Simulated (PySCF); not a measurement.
## Working out the ionisation energy of Cr

Cr [Ar] 3d5 4s1 (7S) → Cr+ [Ar] 3d5 (6S). Calculation: PySCF 2.14, in cc-pVDZ-DK (6s5p3d1f, 43 functions); scalar relativity by spin-free X2C-1e. Frozen: [Ar]. Energies in hartree (1 hartree = 27.21139 eV):

```csv
part,Cr (lower),Cr+ (upper)
UHF,-1049.653556,-1049.432612
MP2 opposite-spin,0.000000,0.000000
MP2 same-spin,-0.081265,-0.065457
```

Task: What does Hartree-Fock give?

Result: (-1049.432612) − (-1049.653556) = 0.220944 hartree = 6.012 eV.

Task: What do MP2 and SCS-MP2 (6/5 opposite-spin, 1/3 same-spin) give?

Result: The opposite-spin parts differ by 0.000 eV and the same-spin parts by 0.430 eV. MP2: 6.012 + (0.000) + (0.430) = 6.442 eV. SCS-MP2: 6.012 + 1.2 × (0.000) + (0.430)/3 = 6.155 eV.

Measured between the centres of the two terms (NIST): 6.767 eV, so MP2 (valence) is off by -0.325 eV.

A double-zeta basis recovers only part of the correlation energy.

What remains against the reference includes basis incompleteness, the frozen core and correlation beyond second order.
